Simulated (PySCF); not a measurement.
InCl, SMILES [Cl][In] (connectivity only; charge and spin as stated), neutral, multiplicity 1.

The structure is a stationary point at PBE0-D3(BJ)/def2-TZVP. The def2 effective core potentials stand for the cores of In; spin–orbit coupling is left out.

Calculation: IEF-PCM-PBE0/def2-TZVPD (PySCF).

The values are the electrostatic part of the solvation free energy, E(continuum) − E(gas) at the gas-phase geometry, in a cavity of scaled van der Waals radii (PySCF's table); cavitation and dispersion terms are not included. A continuum can't describe solvent molecules that bind to the metal. In vacuum the orbital gap is 5.48 eV. The dipole moment in vacuum is 3.55 D.

| solvent | ε | ΔG(elec) (kcal/mol) | dipole (D) | gap (eV) |
|---|---|---|---|---|
| water | 78.36 | -7.8 | 5.17 | 5.81 |
| tetrahydrofuran | 7.43 | -6.4 | 4.86 | 5.75 |
| 1-octanol | 9.86 | -6.8 | 4.94 | 5.76 |
